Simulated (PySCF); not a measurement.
# Excitation energy of Au by level of theory

Au [Xe] 4f14 5d10 6s1 (2S) → Au [Xe] 4f14 5d9 6s1 7s1 (4D), as a difference of total energies. Calculation: PySCF 2.14, in aug-cc-pVDZ-PP with ECP60MDF (5s5p4d2f, 54 functions); a scalar-relativistic core potential. Correlated levels: valence: 5s2 5p6 frozen. The calculations carry no spin-orbit coupling.

| method | excitation energy (cm⁻¹) |
| --- | --- |
| UHF | 60019 |
| MP2 (valence) | 73830 |
| SCS-MP2 (valence) | 73360 |
| CCSD (valence) | 71188 |
| CCSD(T) (valence) | 71904 |

The promoted electron is Rydberg-like, and one or two diffuse shells describe it only roughly, which tends to raise the upper state.
